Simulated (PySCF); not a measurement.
SMILES Fc1ccccc1-c1ccccc1 at its GFN2-xTB optimised geometry (Å):

```
22

F     -1.9030    -0.6142    -0.0281
C     -1.2320     0.5595     0.0000
C     -1.9736     1.7256     0.0004
C     -1.3173     2.9434     0.0069
C      0.0672     2.9781     0.0065
C      0.7930     1.8015     0.0000
C      0.1610     0.5595     0.0000
C      0.9461    -0.6856    -0.0058
C      0.6245    -1.7414     0.8426
C      1.3809    -2.8989     0.8349
C      2.4633    -3.0198    -0.0200
C      2.7887    -1.9750    -0.8689
C      2.0381    -0.8145    -0.8608
H     -3.0507     1.6648    -0.0070
H     -1.8865     3.8602     0.0110
H      0.5836     3.9261     0.0126
H      1.8723     1.8336     0.0129
H     -0.2125    -1.6514     1.5185
H      1.1240    -3.7103     1.4998
H      3.0507    -3.9261    -0.0266
H      3.6292    -2.0658    -1.5415
H      2.2840    -0.0069    -1.5353
```

Level of theory: PBE/def2-SVP (PySCF). Cells within 0.4 Å of a nucleus heavier than hydrogen are left out (blank, or x).

Map of the electrostatic potential (hartree/e), clipped to [-0.08, 0.12] on the plane z = 0.0 Å:

```
|2222222222222222222222222222222|
|2222222222222222222222222222222|
|2222222233333223333222222222222|
|2222222334553334664322222222222|
|2222222349996448998432222222222|
|2222222359999789999432222222222|
|2222222359999999999432222222222|
|22222233499xx99x998433222222222|
|22222334599xx99xx99654322222222|
|2222335899999999999998432222222|
|2222359999x999999x9999532222222|
|2222359999xx99999x9999532222222|
|2222349999999999999996322222222|
|222223457999x99xx99743222111111|
|112222224999x99xx99742211111111|
|1111111139999999999964211111111|
|1111110039xx99999xx998311111111|
|1111110049xx95699xx999511111111|
|1111110019994139999999631111111|
|1111110001210028999999983111111|
|1111111000000026999999994111111|
|1111111000000013699999994211111|
|111111111000000138999x996211111|
|111111111110000027999xx97322222|
|1111111111111000136999999422222|
|1111111111111111112489999422222|
|1111111111111111111236999422222|
|1111111111111111111223564322222|
|1111111111111111111122333222222|
|1111111111111111111222222222222|
|1111111111111111111222222222222|
```
Scale: ten equal steps from -0.029 (start of '0') to 0.120 (end of '9'), in the order '0123456789'; x runs from -6.00 to 6.00, y from -6.00 (bottom) to 6.00 (top).
